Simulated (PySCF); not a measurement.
PySCF input for CH6SSiTe, SMILES CS[Te][SiH3], PBE-D3(BJ)/def2-SVP. Geometry optimised at PBE-D3(BJ)/def2-SVP. The structure was generated by enumeration, and PubChem lists no compound with its InChIKey, so it may never have been made. The def2 effective core potentials stand for the cores of Te; spin–orbit coupling is left out. One conformer was computed; it need not be the lowest.

```python
import numpy as np
from pyscf import gto, scf, dft, df
from pyscf.hessian import thermo

mol = gto.M(
    atom='''
    Te   -0.03890557   -0.10187949    0.85489903
    S     1.38325401    0.72816222   -0.95995372
    C     1.78386553   -0.80196221   -1.87817541
    H     2.36140180   -1.51251188   -1.25670653
    H     2.41113029   -0.47590555   -2.73341314
    H     0.87147690   -1.29234051   -2.26950299
    Si   -2.07276445    0.09757706   -0.62928310
    H    -1.85430758   -0.70542661   -1.88219433
    H    -2.32317211    1.53358812   -0.99078906
    H    -3.25999512   -0.45457140    0.11613173
    ''',
    basis='def2-SVP',
    ecp={'Te': 'def2-svp'},
    charge=0,
    spin=0,
    max_memory=1600,
    verbose=3,
)
mf = dft.RKS(mol, xc='pbe').density_fit(auxbasis='def2-universal-jkfit')
mf.disp = 'd3bj'
mf.grids.level = 3
mf.conv_tol = 1e-11
mf.max_cycle = 100
mf.kernel()

# [left out here: the lines that compute and print the analytic Hessian (its translational invariance restored by hand, since the grid's response is missing), thermochemistry and intensities]
```

Log of the run:

```
converged SCF energy = -996.806826559023

WARN: DFTD3 does not support analytical Hessian, using finite difference


WARN: Mole.unit (angstrom) is changed to Bohr

Mode                                 0                   1                   2
Irrep
Freq [cm^-1]                       65.1462             86.4068            133.0168
Reduced mass [au]                   3.5892              4.5826              1.0684
Force const [Dyne/A]                0.0090              0.0202              0.0111
Char temp [K]                      93.7309            124.3202            191.3816
Normal mode                   x     y     z       x     y     z       x     y     z
       0  Te                 0.00  0.01  0.02    0.01 -0.01  0.02   -0.00 -0.00  0.00
       1   S                 0.00 -0.00  0.02   -0.10  0.01 -0.06    0.01 -0.00  0.01
       2   C                -0.16  0.01 -0.08    0.04 -0.01  0.04    0.01  0.03 -0.05
       3   H                -0.18 -0.06 -0.15    0.18  0.12  0.06    0.01  0.01 -0.08
       4   H                -0.18  0.01 -0.10   -0.07  0.00 -0.04    0.01  0.08 -0.04
       5   H                -0.21  0.10 -0.06    0.08 -0.17  0.15    0.01  0.05 -0.07
       6  Si                 0.07 -0.03 -0.07    0.06  0.05 -0.04    0.00 -0.01 -0.00
       7   H                 0.17 -0.01 -0.07    0.08  0.02 -0.02   -0.26 -0.44  0.22
       8   H                 0.04 -0.04 -0.07    0.17  0.06 -0.07    0.35 -0.06 -0.42
       9   H                 0.04 -0.09 -0.16   -0.02  0.13 -0.10   -0.10  0.49  0.21
Mode                                 3                   4                   5
Irrep
Freq [cm^-1]                      168.8179            186.8244            316.8656
Reduced mass [au]                   1.1007              3.2024              9.1037
Force const [Dyne/A]                0.0185              0.0659              0.5385
Char temp [K]                     242.8914            268.7987            455.8991
Normal mode                   x     y     z       x     y     z       x     y     z
       0  Te                 0.01 -0.00  0.00   -0.02  0.01  0.03    0.04  0.00  0.01
       1   S                -0.04  0.01 -0.02    0.00 -0.06 -0.03   -0.04 -0.03  0.04
       2   C                -0.01 -0.01  0.02    0.12  0.04 -0.15    0.00  0.01  0.00
       3   H                -0.46 -0.20  0.23    0.12 -0.00 -0.20    0.01  0.00 -0.02
       4   H                 0.47 -0.09  0.34    0.16  0.19 -0.06   -0.00  0.05  0.02
       5   H                 0.05  0.25 -0.43    0.18  0.04 -0.28    0.01 -0.00 -0.02
       6  Si                 0.01  0.00 -0.00    0.00  0.00  0.00   -0.12  0.01 -0.08
       7   H                 0.01 -0.01  0.00    0.08  0.08 -0.03   -0.05  0.02 -0.08
       8   H                 0.05  0.01 -0.01   -0.07  0.01  0.08   -0.04  0.02 -0.08
       9   H                -0.01  0.04 -0.02    0.01 -0.10 -0.06   -0.18  0.03 -0.17
Mode                                 6                   7                   8
Irrep
Freq [cm^-1]                      338.6071            522.8703            530.1407
Reduced mass [au]                  15.6814              1.1500              1.0915
Force const [Dyne/A]                1.0593              0.1852              0.1807
Char temp [K]                     487.1802            752.2939            762.7545
Normal mode                   x     y     z       x     y     z       x     y     z
       0  Te                 0.01  0.01 -0.03   -0.00  0.00 -0.01   -0.00  0.01  0.00
       1   S                -0.08 -0.07  0.10    0.01  0.01 -0.00    0.00 -0.00  0.00
       2   C                 0.00  0.02  0.00    0.00 -0.00 -0.00   -0.00 -0.00 -0.00
       3   H                 0.04  0.00 -0.05   -0.00 -0.00  0.00    0.00 -0.00 -0.01
       4   H                -0.01  0.13  0.04   -0.01 -0.02 -0.01   -0.01  0.01 -0.00
       5   H                 0.03 -0.00 -0.05   -0.01  0.01  0.01   -0.00 -0.00 -0.00
       6  Si                 0.05 -0.00  0.03   -0.02 -0.02  0.06    0.01 -0.05 -0.02
       7   H                 0.06  0.01  0.03    0.41  0.07  0.06   -0.50  0.28 -0.31
       8   H                 0.04 -0.01  0.03    0.43  0.05  0.03    0.42  0.15  0.50
       9   H                 0.05 -0.01  0.02   -0.45  0.12 -0.53   -0.04  0.18  0.07
Mode                                 9                  10                  11
Irrep
Freq [cm^-1]                      682.6692            843.9525            889.5169
Reduced mass [au]                   5.6237              1.0904              1.0390
Force const [Dyne/A]                1.5442              0.4576              0.4844
Char temp [K]                     982.2090           1214.2598           1279.8168
Normal mode                   x     y     z       x     y     z       x     y     z
       0  Te                 0.00 -0.00 -0.00   -0.00  0.00 -0.00    0.00 -0.00 -0.00
       1   S                 0.03 -0.08 -0.05    0.00 -0.00  0.00    0.00  0.00  0.00
       2   C                -0.06  0.17  0.13   -0.00  0.01 -0.00   -0.00  0.00  0.00
       3   H                -0.00  0.13  0.02   -0.01  0.02  0.02   -0.00 -0.00 -0.00
       4   H                -0.07  0.25  0.15    0.01 -0.02 -0.01   -0.00  0.00 -0.00
       5   H                 0.00  0.13  0.03    0.01 -0.01  0.01    0.00 -0.00 -0.00
       6  Si                -0.00 -0.00  0.00   -0.04  0.00 -0.03    0.01 -0.03 -0.01
       7   H                -0.00  0.00 -0.00    0.52 -0.09  0.15    0.37  0.24 -0.10
       8   H                 0.01 -0.00 -0.01    0.46  0.14  0.24   -0.40 -0.05  0.15
       9   H                -0.01  0.00 -0.01    0.33 -0.11  0.45   -0.15  0.69  0.27
Mode                                12                  13                  14
Irrep
Freq [cm^-1]                      904.5969            924.7875            929.6007
Reduced mass [au]                   1.0400              1.2713              1.1854
Force const [Dyne/A]                0.5014              0.6406              0.6036
Char temp [K]                    1301.5135           1330.5634           1337.4885
Normal mode                   x     y     z       x     y     z       x     y     z
       0  Te                 0.00 -0.00  0.00    0.00 -0.00 -0.00    0.00 -0.00  0.00
       1   S                -0.00  0.00 -0.00    0.01  0.03 -0.01   -0.02  0.00 -0.01
       2   C                -0.00 -0.01  0.01   -0.05 -0.10  0.06    0.09 -0.01  0.06
       3   H                 0.03 -0.04 -0.05    0.24 -0.18 -0.30   -0.06 -0.50 -0.35
       4   H                -0.02  0.07  0.03   -0.11  0.57  0.27   -0.18  0.01 -0.14
       5   H                 0.01  0.01 -0.03    0.15 -0.14 -0.35   -0.25  0.55  0.17
       6  Si                -0.01 -0.01  0.03   -0.00  0.00 -0.00   -0.00  0.00 -0.00
       7   H                 0.06  0.56 -0.35    0.02 -0.07  0.05    0.01 -0.03  0.02
       8   H                 0.23 -0.12 -0.62   -0.00  0.02  0.08    0.00  0.01  0.03
       9   H                 0.13 -0.07  0.19   -0.00 -0.00 -0.01    0.01 -0.00  0.01
Mode                                15                  16                  17
Irrep
Freq [cm^-1]                     1273.4117           1379.0194           1399.9328
Reduced mass [au]                   1.1502              1.0503              1.0531
Force const [Dyne/A]                1.0990              1.1769              1.2160
Char temp [K]                    1832.1560           1984.1019           2014.1916
Normal mode                   x     y     z       x     y     z       x     y     z
       0  Te                 0.00  0.00 -0.00    0.00 -0.00  0.00   -0.00 -0.00 -0.00
       1   S                -0.00  0.01  0.00    0.00 -0.00  0.00    0.00  0.00 -0.00
       2   C                -0.03  0.08  0.06    0.05 -0.01  0.03    0.03  0.04 -0.03
       3   H                 0.08 -0.28 -0.42   -0.32  0.00  0.36   -0.50 -0.41 -0.02
       4   H                 0.03 -0.54 -0.16   -0.58  0.09 -0.39    0.01  0.30  0.07
       5   H                 0.31 -0.32 -0.28    0.22 -0.00 -0.41    0.11 -0.50  0.41
       6  Si                 0.00  0.00  0.00    0.00  0.00  0.00    0.00 -0.00  0.00
       7   H                -0.01  0.00  0.00   -0.00  0.00 -0.00   -0.00  0.00  0.00
       8   H                 0.00 -0.00 -0.01   -0.00 -0.00 -0.00   -0.00 -0.00 -0.00
       9   H                -0.00 -0.00 -0.01    0.00 -0.00  0.00   -0.00 -0.00 -0.00
Mode                                18                  19                  20
Irrep
Freq [cm^-1]                     2145.6038           2165.0397           2178.1845
Reduced mass [au]                   1.0222              1.0500              1.0503
Force const [Dyne/A]                2.7725              2.8999              2.9359
Char temp [K]                    3087.0461           3115.0101           3133.9225
Normal mode                   x     y     z       x     y     z       x     y     z
       0  Te                 0.00  0.00  0.00    0.00  0.00 -0.00   -0.00 -0.00  0.00
       1   S                 0.00  0.00 -0.00    0.00 -0.00 -0.00   -0.00  0.00 -0.00
       2   C                -0.00  0.00 -0.00   -0.00 -0.00  0.00   -0.00 -0.00 -0.00
       3   H                -0.00 -0.00 -0.00    0.00  0.00  0.00   -0.00  0.00  0.00
       4   H                 0.00 -0.00  0.00   -0.00  0.00  0.00    0.00  0.00  0.00
       5   H                 0.00 -0.00  0.00   -0.00  0.00  0.00   -0.00  0.00  0.00
       6  Si                 0.02  0.01  0.00    0.02 -0.00 -0.03    0.00 -0.04  0.00
       7   H                 0.09 -0.26 -0.40   -0.12  0.44  0.67   -0.04  0.12  0.22
       8   H                -0.04  0.30 -0.07    0.03 -0.11  0.01   -0.15  0.88 -0.22
       9   H                -0.63 -0.30  0.41   -0.41 -0.20  0.25    0.16  0.06 -0.10
Mode                                21                  22                  23
Irrep
Freq [cm^-1]                     2969.9244           3076.5178           3091.8463
Reduced mass [au]                   1.0301              1.1050              1.1098
Force const [Dyne/A]                5.3534              6.1619              6.2505
Char temp [K]                    4273.0599           4426.4241           4448.4785
Normal mode                   x     y     z       x     y     z       x     y     z
       0  Te                -0.00 -0.00  0.00    0.00  0.00 -0.00   -0.00  0.00 -0.00
       1   S                 0.00  0.00 -0.00   -0.00  0.00  0.00   -0.00  0.00 -0.00
       2   C                 0.01 -0.03 -0.03   -0.06 -0.05  0.04    0.07 -0.02  0.06
       3   H                -0.27  0.32 -0.31   -0.17  0.18 -0.17   -0.38  0.47 -0.43
       4   H                -0.35 -0.19  0.48    0.40  0.22 -0.56    0.08  0.03 -0.08
       5   H                 0.47  0.23  0.19    0.45  0.22  0.20   -0.48 -0.25 -0.19
       6  Si                -0.00  0.00 -0.00    0.00  0.00 -0.00   -0.00 -0.00  0.00
       7   H                 0.00 -0.00 -0.00    0.00 -0.00 -0.00   -0.00  0.00  0.00
       8   H                 0.00 -0.00  0.00   -0.00 -0.00  0.00   -0.00  0.00 -0.00
       9   H                 0.00 -0.00 -0.00    0.00 -0.00  0.00   -0.00  0.00  0.00
temperature 298.1500 [K]
pressure 101325.00 [Pa]
Rotational constants [GHz] 2.65183 1.58317 1.13776
Symmetry number 1
Zero-point energy (ZPE) 0.06197 [Eh]   162711.868 [J/mol]
                           tot       elec      trans        rot        vib
Entropy [J/mol/K]       380.551      0.000    175.182    119.661     85.708
Cv [J/mol/K]            104.405      0.000     12.472     12.472     79.462
Cp [J/mol/K]            112.720      0.000     20.786     12.472     79.462
Internal energy [J/mol]                      3718.434   3718.434 175935.982
Internal energy [Eh]   -996.73698  -996.80683
Enthalpy [J/mol]                             6197.391   3718.434 175935.982
Enthalpy [Eh]          -996.73604
Gibbs free energy [J/mol]                  -46032.994 -31958.600 150382.269
Gibbs free energy [Eh] -996.77925
mode   freq/cm-1   IR/(km/mol)
   1       65.15         0.490
   2       86.41         1.677
   3      133.02         0.116
   4      168.82         0.965
   5      186.82         0.463
   6      316.87         2.131
   7      338.61         3.361
   8      522.87         4.368
   9      530.14         4.302
  10      682.67         3.278
  11      843.95       344.441
  12      889.52        35.596
  13      904.60        26.461
  14      924.79        16.241
  15      929.60         5.494
  16     1273.41         4.405
  17     1379.02         9.724
  18     1399.93        11.643
  19     2145.60        91.097
  20     2165.04        73.461
  21     2178.18        70.022
  22     2969.92        15.480
  23     3076.52         1.910
  24     3091.85         3.701
max |gradient| / (hartree/bohr): 5.504875269706359e-05
APT charges: [-0.055  -0.1092 -0.0013  0.0096  0.0207  0.0095  0.827  -0.233  -0.2271
 -0.2413]
```

The run converged.
